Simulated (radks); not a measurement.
Results of a calculation; reference values are marked as such.
Species: the erbium ion Er11+. Configuration: [Kr] 4d10 4f9 5s2.

Level of theory: scalar-relativistic Kohn-Sham, PBE, spin-polarised, spherical densities, finite nucleus; open shells are filled with parallel spins first (spin-orbit coupling, left out, can overturn this in heavy ions); Fermi nuclear charge, rms radius 5.2516 fm (a radial shooting solver on a logarithmic mesh with Libxc functionals).

Energy parts (eV):
total: -355073.87
kinetic: 384970.07
electron-nucleus: -859629.28
Hartree: 126949.37
exchange-correlation: -7364.03

Orbitals (lengths in bohr, moments of r in powers of bohr; r(max) is where P^2 peaks):
orbital,occ.,eigenvalue (eV),<1/r>,r(max)
1s up,1,-57570.42,77.54,0.01286
1s down,1,-57570.43,77.54,0.01286
2s up,1,-9843.645,18.05,0.07324
2s down,1,-9843.586,18.05,0.07324
2p up,3,-8731.408,16.67,0.05956
2p down,3,-8731.371,16.67,0.05956
3s up,1,-2366.349,6.656,0.2072
3s down,1,-2363.689,6.662,0.2071
3p up,3,-2027.857,6.218,0.2039
3p down,3,-2025.203,6.225,0.2038
3d up,5,-1603.627,5.894,0.1664
3d down,5,-1601.607,5.900,0.1663
4s up,1,-630.8030,2.826,0.4730
4s down,1,-625.3816,2.824,0.4730
4p up,3,-518.7048,2.593,0.4940
4p down,3,-513.3946,2.590,0.4940
4d up,5,-368.1793,2.310,0.5087
4d down,5,-362.9629,2.306,0.5088
4f up,7,-200.6603,1.891,0.4902
4f down,2,-195.5402,1.879,0.4917
5s up,1,-227.6654,1.235,1.034
5s down,1,-224.6693,1.224,1.039

The highest occupied level is 4f down at -195.54 eV. For comparison, the ionisation energy in NIST's Atomic Spectra Database is 235 eV (theoretical). In exact Kohn-Sham theory the highest level is minus the ionisation energy, but local and semilocal functionals leave it too shallow, through self-interaction and a potential that decays too fast; potentials with the right tail come closer. Summed over all electrons, <r^2> = 14.59 bohr^2, which gives a Langevin (diamagnetic) susceptibility term of -11.6 x 10^-6 cm^3/mol. The spin density at the nucleus is -1.60 e/bohr^3 (1s 0.11, 2s -1.39, 3s -20.02, 4s 6.38, 5s 13.32).
